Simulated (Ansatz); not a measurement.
`C#[C][Ge]([F])([F])[C]#C` + H–F → `C#[C][Ge]([F])([F])[F]` + `C#C` at 500 K and 1 bar (ligand exchange at a Ge–C bond).

Gas-phase electronic energies from Ansatz, PBE0-D4/def2-TZVP geometries. CCSD(T)/CBS is the MP2 limit (def2-TZVPP, def2-QZVPP) plus CCSD(T) − MP2 in def2-TZVPP, frozen cores. This one scheme is used for every species. For Ge outer-core shells are correlated without core-valence functions, which leaves a few kJ/mol of doubt a bond. Scalar relativity is left out up to krypton.

```
                   species  CCSD(T)/CBS energy (Eh)  H − E (kJ/mol)  S (J/(mol·K))
`C#[C][Ge]([F])([F])[C]#C`              -2429.06648           167.1          452.8
                       H–F               -100.39570            39.4          188.7
  `C#[C][Ge]([F])([F])[F]`              -2452.25077           114.3          405.2
                     `C#C`                -77.22717            90.7          225.3
```

H − E and S are ideal-gas, rigid-rotor, harmonic terms from PBE0-D4/def2-TZVP. 1 Eh = 2625.50 kJ/mol, R = 8.31446 J/(mol·K).

**Question.** By hand: ΔE, ΔH, ΔS and ΔG.

**Answer.** ΔE = (-2452.25077) + (-77.22717) − (-2429.06648) − (-100.39570) = -0.01576 Eh = -41.4 kJ/mol. Δ(H − E) = 114.3 + 90.7 − 167.1 − 39.4 = -1.5, so ΔH = -42.9 kJ/mol. ΔS = 405.2 + 225.3 − 452.8 − 188.7 = -11.0 J/(mol·K). ΔG = -42.9 − 500 × (-11.0)/1000 = -37.4 kJ/mol.

**Question.** By hand: the equilibrium constant, and the temperature at which ΔG would vanish if ΔH and ΔS stayed fixed.

**Answer.** log₁₀ K = −ΔG/(RT ln 10) = 3.9. ΔG = 0 at ΔH/ΔS = 3900 K, far beyond where these terms or the molecules hold.

The number of gas molecules stays the same, so ΔS is small and ΔH decides. A doubt of 5 kJ/mol in ΔE shifts log₁₀ K by 0.5 here. These are equilibria of isolated gas molecules and say nothing of rates. Largest T1 diagnostic: 0.013 (customary marks: 0.02 for closed shells, 0.045 for open ones).
